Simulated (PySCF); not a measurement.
**Spinor energies of B⁺ (boron, charge +1)**

Start: [He] 2s1 3d1; 2s1/2 filled at m_j = +1/2; 3d5/2 filled at m_j = +5/2. Calculated with PySCF 2.14 in x2c-TZVPall-2c with one added diffuse shell each of s, p, d type (6s4p3d1f, 40 functions): generalised Hartree-Fock with the X2C-1e Hamiltonian and a Gaussian nucleus; one run each with spin-orbit coupling (SO) switched off, then screened by Boettger's factors. This is a chosen level, not necessarily the ground level.

| spinor shell | electrons | ε, spin-free (eV) | ε, screened SO (eV) | weight of nominal j (screened SO) | rms radius, screened SO (bohr) |
| --- | --- | --- | --- | --- | --- |
| 1s1/2 | 2 | -233.08 | -233.08 | 1.000 | 0.377 |
| 2s1/2 | 1 | -31.259 | -31.259 | 1.000 | 1.79 |
| 3d5/2 | 1 | -6.186 | -6.186 | 1.000 | 4.84 |

| quantity | spin-free | screened SO |
| --- | --- | --- |
| E (hartree) | -23.60907 | -23.60907 |
| M_J | 3 | 3 |
| ⟨J²⟩ | 12.000 | 12.000 |
| ⟨L²⟩ | 6.000 | 6.000 |
| ⟨S²⟩ | 2.000 | 2.000 |

Each row is a mean over spinors that exchange with the open shell spreads, by up to 1.678 eV (1s1/2).

Without spin-orbit coupling the j labels of p, d and f shells carry no meaning; the spin-free column gives the mean over the occupied spinors of each nl shell.
